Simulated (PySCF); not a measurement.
B(All)(H)2 (C3H7B), SMILES BCC=C. Coordinates come from a PBE0-D3(BJ)/def2-SVP optimisation. The structure was generated by enumeration, and PubChem lists no compound with its InChIKey, so it may never have been made. Other conformers were not sampled.

Problem. Give the equilibrium geometry at PBE0-D3(BJ)/def2-SVP (PySCF confirms it by a frequency run) as a Z-matrix. (The exact figures need the calculation; the answer reports its results.)

Solution. Several could match; the one computed here: 
```
C
H 1 1.1018
H 1 1.1214 2 104.29
C 1 1.4925 2 112.49 3 -118.47
C 4 1.3340 1 125.31 2 -5.81
H 5 1.0929 4 121.41 1 -178.34
H 5 1.0951 6 117.06 4 -179.74
H 4 1.0976 5 118.80 6 -0.13
B 1 1.5551 2 113.65 3 103.83
H 9 1.2101 1 120.10 2 -27.72
H 9 1.2110 10 118.89 1 174.63
```
